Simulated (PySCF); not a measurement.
[Bi(SH)4]+ at several levels of theory

Computed with PySCF 2.14.0 (density fitting, no spin-orbit coupling) at the geometry relaxed with PBE:

```xyz
9
[Bi(SH)4]+ (singlet)
Bi    0.0000    0.0000    0.0000
S     1.4617    1.5837    1.3151
H     2.4445    0.6423    1.4648
S    -1.4617   -1.5837    1.3151
H    -2.4445   -0.6423    1.4648
S     1.5837   -1.4617   -1.3150
H     0.6422   -2.4445   -1.4648
S    -1.5837    1.4617   -1.3150
H    -0.6422    2.4445   -1.4648
```

```
level                                              basis    state  HOMO (eV)  gap (eV)  charge on Bi1 (e)  dipole about the centre of mass (D)  largest force component (eV/Å)
  PBE     Bi def2-SVP with ECP60, S def2-SVP, H def2-SVP  singlet     -11.12      1.30               0.64                                 0.00                            0.01
 BLYP                                           the same  singlet     -10.87      1.29               0.63                                 0.00                            0.23
M06-L                                           the same  singlet     -11.49      1.54               0.96                                 0.00                            0.37
 BP86                                           the same  singlet     -11.22      1.29               0.63                                 0.00                            0.05
  PBE  Bi def2-TZVP with ECP60, S def2-TZVP, H def2-TZVP  singlet     -11.16      1.36               0.82                                 0.00                            0.31
  PBE          Bi x2c-SVPall, S x2c-SVPall, H x2c-SVPall  singlet     -11.11      1.28               0.62                                 0.00                            0.06
```

Charges are Mulliken's, which hang on the basis. The relaxation used the grid (50, 194), these runs (75, 302) or, all-electron (x2c bases, spin-free X2C Hamiltonian), (99, 590).

**Question.** What does CAM-B3LYP with Bi def2-SVP with ECP60, S def2-SVP, H def2-SVP give here?

**Answer.** state singlet, HOMO (eV) -13.66, gap (eV) 5.43, charge on Bi1 (e) 0.68, dipole about the centre of mass (D) 0.00, largest force component (eV/Å) 0.56. Time: 9.8 s on 2 threads of Intel(R) Xeon(R) 6975P-C (Granite Rapids), on a shared host, from an already converged density.

In the first row's basis the gap widens with exact exchange: 1.3 to 1.5 eV for BLYP, BP86, PBE, M06-L (none); 5.4 eV for CAM-B3LYP (rising or full at long range).

A frequency check found unstable modes (1, the lowest at -5 cm⁻¹), so the relaxed geometry is a saddle point, or these are noise.
